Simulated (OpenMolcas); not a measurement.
Os2+ (d6) among equal point charges was computed by CASSCF with the d shell active (OpenMolcas, ANO-RCC-VDZP on the metal). Its lowest spin-free states, and all those of the highest spin:

| 2S+1 | Degeneracy | E (cm-1) |
| --- | --- | --- |
| 5 | 2 | 0.0 |
| 5 | 3 | 2176 |
| 3 | 3 | 14864 |
| 3 | 2 | 15842 |
| 3 | 3 | 16802 |
| 3 | 3 | 16952 |
| 3 | 3 | 18380 |
| 3 | 1 | 18429 |
| 3 | 3 | 19192 |
| 3 | 1 | 19519 |
| 3 | 2 | 20347 |
| 3 | 3 | 20478 |

Question: Is the site octahedral, tetrahedral or cube-like, axial, or of lower symmetry?

Answer: The states with 2S+1 = 5 have orbital degeneracies 2, 3. Threefold states need a cubic site. For d6 at this spin an octahedron puts the threefold T2 below the twofold E and a tetrahedron or cube puts the twofold E below the threefold T2, so the site is a tetrahedron or a cube, which this pattern cannot tell apart. The first gap at this spin, 2180 cm-1, is |10Dq| in ligand-field theory. The run had Os2+ among 4 point charges of -0.75 e arranged as a tetrahedron (Td), 2.1 Å from the ion.

Spin-orbit coupling mixes the spin-free states strongly: the lowest level takes only 64 % from its leading state, 5E. An orbital doublet at a regular site is open to a Jahn-Teller distortion, which this geometry leaves out. Without dynamic correlation the repulsion within the d shell is too large (B by tens of per cent), so at a given field states of lower spin stand too high. Point charges give a weaker field than real ligands, and real ions of this kind are as a rule low spin; the high spin found here belongs to the model. The ground term spreads over less than 5000 cm-1, several times less than with real ligands, so orbital moments are less quenched and χT lies further from the spin-only value than at real sites. This is an electrostatic model: the charges have no orbitals. No measured value stands beside these numbers.
